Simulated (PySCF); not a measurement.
Computed IR spectrum (relative IR intensity) of a molecule C2H8OSi2. Coordinates come from a PBE-D3(BJ)/def2-SVP optimisation. The values are those of a single conformer. These are PBE-D3(BJ)/def2-SVP run with PySCF values and carry that method's errors. Frequencies are harmonic and unscaled.

Lines under 2 % of the strongest are left out, and lines within 2 cm⁻¹ are merged.

| ν (cm⁻¹) | relative intensity |
|---|---|
| 395 | 2.1 |
| 401 | 5.0 |
| 444 | 4.6 |
| 573 | 2.9 |
| 641 | 18 |
| 647 | 8.6 |
| 695 | 26 |
| 738 | 2.9 |
| 743 | 30 |
| 799 | 13 |
| 822 | 83 |
| 865 | 43 |
| 941 | 87 |
| 995 | 40 |
| 1213 | 5.0 |
| 1380 | 4.7 |
| 2129 | 77 |
| 2133 | 33 |
| 2141 | 100 |
| 2943 | 25 |
| 2995 | 11 |

Pick the molecule that these values belong to.
A) O[SiH]1C[SiH2]C1
B) [SiH3]/C=C\O[SiH3]
C) [SiH3][C@H]1C[SiH2]O1
D) C[Si@H]1CO[SiH2]1

D, C[Si@H]1CO[SiH2]1
